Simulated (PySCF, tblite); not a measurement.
C₆H₁₆N₂P (charge +1).
Numbering: `[CH2:1]=[C:2]([CH3:3])[P@+:4]([CH3:5])([NH2:6])[N:7]([CH3:8])[CH3:9]` (hydrogens: H10, H11 on C1; H12, H13, H14 on C3; H15, H16, H17 on C5; H18, H19 on N6; H20, H21, H22 on C8; H23, H24, H25 on C9)

Structure optimised with GFN2-xTB, isolated species.

Question: List the bond lengths, angles and torsions at this level.

Answer: 
```
                   bond  length (Å)   order
                  C1=C2       1.326  double
                  C2–C3       1.493  single
                  C2–P4       1.821  single
                  P4–C5       1.817  single
                  P4–N6       1.647  single
                  P4–N7       1.658  single
           N7–C8, N7–C9       1.459  single
                 C1–H10       1.077  single
                 C1–H11       1.077  single
 C3–H12, C3–H13, C3–H14       1.089  single
 C5–H15, C5–H16, C5–H17       1.089  single
         N6–H18, N6–H19       1.012  single
C8–H20 and 5 like bonds       1.090  single
```

Bonds in one row agree within 0.01 Å and their mean is given. Orders are formal, as drawn. A selection of angles:
```
    angle  degrees
 C1–C2–C3    125.6
 C1–C2–P4    118.9
 C3–C2–P4    115.4
 C2–P4–C5    110.7
 C2–P4–N6    106.5
 C2–P4–N7    116.4
 C5–P4–N6    112.7
 C5–P4–N7    107.8
 N6–P4–N7    102.7
 P4–N7–C8    116.4
 P4–N7–C9    120.6
 C8–N7–C9    112.3
H18–N6–P4    115.5
H19–N6–P4    116.8
```

Dihedral angles: C1–C2–P4–C5 149° (anticlinal); C2–P4–N7–C8 60° (synclinal).

C2 (fully substituted alkene carbon) is planar (angles 125.6°, 118.9° and 115.4°, sum 359.9°, 0.03 Å off the plane of its three neighbours). C1 (terminal =CH2 carbon) is planar (angles 122.1°, 121.4° and 116.5°, sum 360.0°, 0.00 Å off the plane of its three neighbours). The C–C distances run from 1.326 Å (C1=C2, drawn double) to 1.493 Å (C2–C3, drawn single), a spread of 0.167 Å. Of the pairs four or more bonds apart, N6···H22 is among the closest relative to their van der Waals radii: 2.47 Å, 90 % of the sum of Bondi's values. P4 (phosphorus bonded to 2 C and 2 N) is distorted tetrahedral (angles from 102.7° to 116.4°). N6 (nitrogen bonded to P and 2 H) is pyramidal (angles 116.8°, 115.5° and 112.5°, sum 344.8°, 0.27 Å off the plane of its three neighbours). N7 (nitrogen bonded to 2 C and P) has angles 120.6°, 116.4° and 112.3°, sum 349.3°, 0.29 Å off the plane of its three neighbours.

Point group: C1 (no symmetry element, even within 0.4 Å). Its GFN2-xTB frequencies are all real (lowest 39 cm⁻¹). Torsions: C1–C2–P4–C5 149°, C2–P4–N6–H -172° and 52°, C2–P4–N7–C8 60°. 3 starts were optimised and ended at 0.00, 1.17 and 1.91 kcal/mol (GFN2-xTB); the lowest of these is shown.

One conformer stands for the species.

All values are computed, not measured.
